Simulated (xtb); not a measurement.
C2F3 (SMILES F[C]=C(F)F), doublet, geometry from GFN2-xTB. Base run: GFN2-xTB run with xtb 6.7.1.

xtb was given this input:
```
$ xtb mol.xyz --gfn 2 --uhf 1 --json

# file mol.xyz
5

C     -0.02097005     0.18801536     0.95068298
C      0.00630951     0.22182388    -0.35025560
F     -0.03482227    -0.77428364     1.82927975
F      0.01570563     1.33880864    -1.05329788
F      0.02889033    -0.83775117    -1.17626680
```

The base run was repeated with changes; each row names its change, and settings that it needs were set with it.

```json
[
 {"change": "base", "ΔE vs base (mEh)": "0.000", "dipole (D)": "1.08", "G_solv (kcal/mol)": "-", "SCF cycles": "10"},
 {"change": "etemp = 1000", "ΔE vs base (mEh)": "-0.031", "dipole (D)": "1.07", "G_solv (kcal/mol)": "-", "SCF cycles": "10"},
 {"change": "alpb = water", "ΔE vs base (mEh)": "1.930", "dipole (D)": "1.27", "G_solv (kcal/mol)": "1.00", "SCF cycles": "10"},
 {"change": "gbsa = chcl3", "ΔE vs base (mEh)": "-1.127", "dipole (D)": "1.23", "G_solv (kcal/mol)": "-0.80", "SCF cycles": "10"},
 {"change": "etemp = 5000", "ΔE vs base (mEh)": "-9.000", "dipole (D)": "0.65", "G_solv (kcal/mol)": "-", "SCF cycles": "10"},
 {"change": "acc = 0.0001", "ΔE vs base (mEh)": "0.000", "dipole (D)": "1.08", "G_solv (kcal/mol)": "-", "SCF cycles": "15"},
 {"change": "acc = 30", "ΔE vs base (mEh)": "0.000", "dipole (D)": "1.08", "G_solv (kcal/mol)": "-", "SCF cycles": "8"},
 {"change": "alpb = thf", "ΔE vs base (mEh)": "-1.471", "dipole (D)": "1.18", "G_solv (kcal/mol)": "-0.96", "SCF cycles": "10"},
 {"change": "alpb = toluene", "ΔE vs base (mEh)": "-1.862", "dipole (D)": "1.16", "G_solv (kcal/mol)": "-1.19", "SCF cycles": "10"},
 {"change": "acc = 1000", "ΔE vs base (mEh)": "0.000", "dipole (D)": "1.08", "G_solv (kcal/mol)": "-", "SCF cycles": "6"}
]
```

ALPB and GBSA are two models with their own fitted parameters for each solvent, which aren't always the measured dielectric constant.
